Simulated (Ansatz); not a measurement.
Born–Oppenheimer molecular dynamics of C2H9NSi (13 atoms, charge 0, multiplicity 1). It starts from a relaxed structure.

Level of theory: Ansatz 0.2.0, RHF/6-31G.

| Item | Value |
| --- | --- |
| ensemble | NVT, Langevin thermostat |
| time step | 0.25 fs |
| steps asked | 250 |
| set temperature | 500 K |
| friction | 0.001 /fs |
| seed | 161470 |

First frame:

```xyz
13
Properties=species:S:1:pos:R:3
Si -0.011 0.019 -0.010
N -0.055 -0.174 1.746
H -0.853 -0.491 2.246
H 0.722 0.036 2.329
C 1.822 0.052 -0.546
H 2.317 -0.876 -0.283
H 1.903 0.188 -1.619
H 2.354 0.868 -0.067
C -0.897 1.599 -0.621
H -1.939 1.603 -0.320
H -0.429 2.488 -0.212
H -0.861 1.663 -1.704
H -0.706 -1.157 -0.628
```

Q: How far do the bonds stretch over the last three quarters of this one trajectory? (Pairs bonded in most of those frames.)

A: 
```json
{"bond": "Si1–N2", "mean (Å)": "1.769", "spread (Å)": "0.023", "shortest": "1.73", "longest": "1.80"}
{"bond": "Si1–C5", "mean (Å)": "1.918", "spread (Å)": "0.054", "shortest": "1.85", "longest": "2.01"}
{"bond": "Si1–C9", "mean (Å)": "1.929", "spread (Å)": "0.011", "shortest": "1.91", "longest": "1.95"}
{"bond": "Si1–H13", "mean (Å)": "1.499", "spread (Å)": "0.016", "shortest": "1.47", "longest": "1.52"}
{"bond": "N2–H3", "mean (Å)": "0.995", "spread (Å)": "0.017", "shortest": "0.97", "longest": "1.02"}
{"bond": "N2–H4", "mean (Å)": "0.997", "spread (Å)": "0.011", "shortest": "0.98", "longest": "1.02"}
{"bond": "C5–H6", "mean (Å)": "1.084", "spread (Å)": "0.016", "shortest": "1.06", "longest": "1.11"}
{"bond": "C5–H7", "mean (Å)": "1.084", "spread (Å)": "0.034", "shortest": "1.03", "longest": "1.14"}
{"bond": "C5–H8", "mean (Å)": "1.088", "spread (Å)": "0.017", "shortest": "1.06", "longest": "1.12"}
{"bond": "C9–H10", "mean (Å)": "1.092", "spread (Å)": "0.029", "shortest": "1.04", "longest": "1.14"}
{"bond": "C9–H11", "mean (Å)": "1.086", "spread (Å)": "0.025", "shortest": "1.05", "longest": "1.13"}
{"bond": "C9–H12", "mean (Å)": "1.089", "spread (Å)": "0.011", "shortest": "1.07", "longest": "1.11"}
```

Mean temperature of the second half: 241 K. The mean temperature of the second half is 52 % below the set value. A run of 0.062 ps of so small a system gives no equilibrium averages. Limits of this set-up: no polarisation functions.

The run took 3.9 min on 1 thread of Intel(R) Xeon(R) 6975P-C (Granite Rapids), with other jobs on the host, peak memory 0.13 GiB.
